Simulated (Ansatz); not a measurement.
A series at V: from `[NH]=[V]([F])([F])[F]`, ligands are replaced one by one, each step taking up NH₃ and setting free H–F; n counts the steps. Ansatz, PBE0-D4/def2-TZVP geometries. Each molecule was computed in one conformer, which needn't be the lowest.

```
n                       molecule  zero-point energy, PBE0-D4/def2-TZVP (kJ/mol)
0        `[NH]=[V]([F])([F])[F]`                                              ?
1      `[NH]=[V]([NH2])([F])[F]`                                          116.3
2    `[NH]=[V]([NH2])([NH2])[F]`                                          176.4
3  `[NH]=[V]([NH2])([NH2])[NH2]`                                          237.1
```

By hand: fit a straight line y = ȳ + b (n − n̄) to the 3 given rows and predict n = 0.

n̄ = 2.000, ȳ = 176.60; Σ(n − n̄)(y − ȳ) = 120.80, Σ(n − n̄)² = 2.000, so b = 60.40 kJ/mol a step. Prediction: 176.60 + (60.40) × (-2.000) = 55.8 kJ/mol.

By hand: compare with the computed value, 54.9 kJ/mol, and give the steps along the whole series.

The line misses by -0.9 kJ/mol (computed minus predicted). Steps: 61.4, 60.1, 60.7 kJ/mol.

The steps differ by at most 1.3 kJ/mol, 2.1 % of a mean step, so the ligands' effects nearly add and a line is close. The miss is 0.5 % of the series' range.
